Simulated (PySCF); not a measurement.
Telling isomers of C₉H₁₄Si apart by NMR

PySCF 2.14.0 with density-fitted response routines calculation with PBE0/pcSseg-1 with gauge-including orbitals and structure optimised with GFN2-xTB; averaged over atoms made equivalent by symmetry, fast rotation or ring inversion, isolated molecule, a single conformation, non-relativistic Hamiltonian.

Chemical shifts δ = σref − σ; ¹H (σref 31.72), ¹³C (σref 186.93) vs TMS, all at this level. Where no couplings were computed, multiplicities follow the n + 1 count of equivalent neighbours, and m marks all less simple cases (inequivalent or close neighbours, rings, F or P nearby). Shifts are as computed. Against solution values, carbons near 30 ppm lie about +3 ppm off and those near 130 ppm about +5 ppm. Of 1309 compounds with measured shifts, 239 miss one by over three times the rms of a fit or turn the order of signals round; such compounds aren't used in these exercises.

(1) Tabulate the signals of `C[Si](C)(C)c1ccccc1`, `C=C=C(C#C[SiH2]C)C(C)C` and their relative energies.

(2) What is the quickest way to tell C[Si](C)(C)c1ccccc1 from C=C=C(C#C[SiH2]C)C(C)C?

## Answers

(1) 
```json
{"SMILES": "C[Si](C)(C)c1ccccc1", "carbon types": "1×C 5×CH 3×CH3", "δC": "145.3, 138.9, 134.5, 132.9, -0.6", "δH": "7.69 (m, 2H), 7.63 (m, 2H), 7.63 (m, 1H), 0.25 (s, 9H)", "E rel. (kcal/mol)": "0.0"}
{"SMILES": "C=C=C(C#C[SiH2]C)C(C)C", "carbon types": "4×C 1×CH 1×CH2 3×CH3", "δC": "229.0, 107.6, 103.3, 100.6, 79.1, 38.5, 23.9, -4.7", "δH": "5.14 (s, 2H), 4.59 (q, 2H), 2.34 (m, 1H), 1.22 (d, 6H), 0.31 (t, 3H)", "E rel. (kcal/mol)": "91.6"}
```

Energies are electronic energies at PBE0/pcSseg-1 on these geometries, without zero-point or thermal terms, each for the one conformer computed, which needn't be the lowest.

(2) Count the carbon signals: 5 against 8. The first has an aromatic CH at 138.9 ppm, the second a central carbon of an allene (C) at 229.0 ppm. Their most deshielded carbons lie at 145.3 and 229.0 ppm. In the proton spectra the most deshielded non-exchanging signals are 7.69 (m, 2H) and 5.14 (s, 2H).
